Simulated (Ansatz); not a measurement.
`CC1=CC(C)=[O+][Al-]([F])([Cl])[O]1`, charge 0, multiplicity 1.

Q: Give a relaxed structure at PBE0-D4/def2-TZVP (Ansatz). (Best estimate.)

A: The calculation gave: 
Z-matrix (Å, degrees):
```
C
C 1 1.488
H 1 1.093 2 109.0
H 1 1.093 2 108.9 3 -116.2
H 1 1.088 2 112.5 3 122.0
C 2 1.394 1 120.9 3 -122.5
O 2 1.278 1 115.4 3 57.5
C 6 1.394 2 123.2 1 179.2
H 6 1.080 2 118.4 1 -0.1
Al 7 1.798 2 126.2 1 178.2
C 8 1.488 6 120.9 2 -179.1
O 8 1.278 6 123.7 2 0.8
F 10 1.649 7 109.9 2 117.5
Cl 10 2.100 7 110.5 2 -111.5
H 11 1.088 8 112.5 6 0.3
H 11 1.093 8 108.9 6 -121.5
H 11 1.093 8 109.0 6 122.3
```
Point group Cs.
This is one stationary point; other conformers may exist.
